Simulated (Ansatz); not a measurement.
`FC(F)C(Cl)I` + HCl → `FC(F)C(Cl)Cl` + HI  (substitution at a C–I bond)

Isolated molecules relaxed with PBE0-D4/def2-TZVP in Ansatz; ΔE leaves out vibrations. CCSD(T)/CBS is the MP2 limit (def2-TZVPP, def2-QZVPP) plus CCSD(T) − MP2 in def2-TZVPP, frozen cores. This one scheme is used for every species. Functionals use def2-TZVPP. def2 core potentials past Kr. For I outer-core shells are correlated without core-valence functions, which leaves a few kJ/mol of doubt a bond. One conformer a species, not always the lowest.

Task: Is it downhill or uphill in electronic energy at CCSD(T)/CBS, and by how much? (Best estimate.)

Result: Ansatz gave: Uphill: ΔE = +19.8 kJ/mol.

Task: What do these levels give: r2SCANh-D4, B2PLYP, PBE0, r2SCANh, RPA@PBE/def2-TZVPP, CCSD/CBS(def2)? (Best estimate.)

Result: The calculation gave: r2SCANh-D4 10.2, B2PLYP 12.2, PBE0 8.3, r2SCANh 9.5, RPA@PBE/def2-TZVPP 14.6, CCSD/CBS(def2) 17.7 kJ/mol.

Largest T1 diagnostic among the species: 0.011.

Leaving LDA and LC-ωPBE aside and taking each functional with its dispersion term where it has one, the values, not all of them listed here, spread over 6.8 kJ/mol, from CAM-B3LYP-D4 to BLYP-D4. At CCSD(T), def2-SVP lies −17.4 kJ/mol from the extrapolated value and def2-TZVPP −4.7 kJ/mol. In def2-TZVPP, CCSD(T) changes the Hartree–Fock value by +14.1 kJ/mol (the triples alone add +2.0 kJ/mol) and MP2 by +20.1 kJ/mol.
